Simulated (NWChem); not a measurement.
**H3BN (+1)**

```xyz
5

B      0.0000     0.0000     0.7856
N      0.0000     0.0000    -0.5304
H      0.0000     0.0000     1.9726
H      0.8584     0.0000    -1.0941
H     -0.8584     0.0000    -1.0941
```
Charge +1, spin multiplicity 1.

The numbers come from NWChem runs, not from measurements. All single points use one geometry, from PBE0/def2-SVP, a minimum by its harmonic frequencies. It is one conformer; others weren't searched.

Symmetry labels belong to the abelian group C2v used in the runs, with the axes of the coordinates shown.

The spin multiplicity of the parent species was assumed, not shown to be that of its ground state. The structure started from a generated list of species.

List the lowest 6 singlet excitations that CIS/def2-SVPD gives, with oscillator strengths.


```
state  symmetry  energy (eV)  wavelength (nm)      f
-----  --------  -----------  ---------------  -----
1            a2         6.76              184  0.000
2            a1        10.01              124  0.280
3            b1        10.21              121  0.072
4            b2        10.61              117  0.056
5            b2        11.95              104  0.104
6            a2        12.49               99  0.000
```
